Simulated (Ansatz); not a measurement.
Ansatz (an electronic-structure program) input (B97M-V/def2-TZVPD):

Ansatz 0.2 input:
```yaml
crystal:
  periodic: [false, false, false]
  atoms:
    - {symbol: Nb, position_ang: [0.23377099, -0.07053266, 0.29820015]}
    - {symbol: O, position_ang: [1.81205364, -0.68853535, -0.16210776]}
    - {symbol: O, position_ang: [-0.49777101, -1.04272266, 1.56488074]}
    - {symbol: Cl, position_ang: [-1.18228658, 0.98481784, -1.37931706]}
basis:
  gaussian:
    orbitals: def2-TZVPD
hamiltonian:
  xc: {name: B97M-V}
total_charge: -1
magnetization: {spin_polarized: true, initial_magnetization: 1}
output: {forces: true}
```

End of the output:

```
integrals: 0.10 GiB planned
966 factors; their error is unknown
mean field: 0.95 GiB planned
mean field evaluation 1: about -18162.6929 eV, gradient 4.8e1 eV
mean field evaluation 2: about -17865.9287 eV, gradient 2.4e2 eV
mean field evaluation 4: about -18171.3048 eV, gradient 6.9e0 eV
mean field evaluation 8: about -18171.5456 eV, gradient 8.2e-2 eV
mean field evaluation 16: about -18171.5423 eV, gradient 5.7e-4 eV
mean field -18171.54228154 eV, -667.7918617329 hartree, gradient 2.6e-5 eV, S^2 0.756219; 0 other end points of the search recorded, 0 dependent functions left out
the calculation of the forces begins
reference -18171.54235790 eV, -667.7918645389 hartree; 24, 23 occupied and 142, 143 virtual orbitals, 966 factors
Total energy: -18171.54235790 eV, -667.7918645389 hartree
Atom 0 at     0.233771    -0.070533     0.298200 Å, force     0.013383    -0.080459     0.001399 eV/Å
Atom 1 at     1.812054    -0.688535    -0.162108 Å, force    -0.138609     0.043435     0.048331 eV/Å
Atom 2 at    -0.497771    -1.042723     1.564881 Å, force     0.073817     0.076009    -0.110493 eV/Å
Atom 3 at    -1.182287     0.984818    -1.379317 Å, force     0.051409    -0.038984     0.060763 eV/Å
Dipole moment:    -0.199538     0.367156    -0.191580 e Å
```

The spin state was set by rule; other spins were not relaxed.
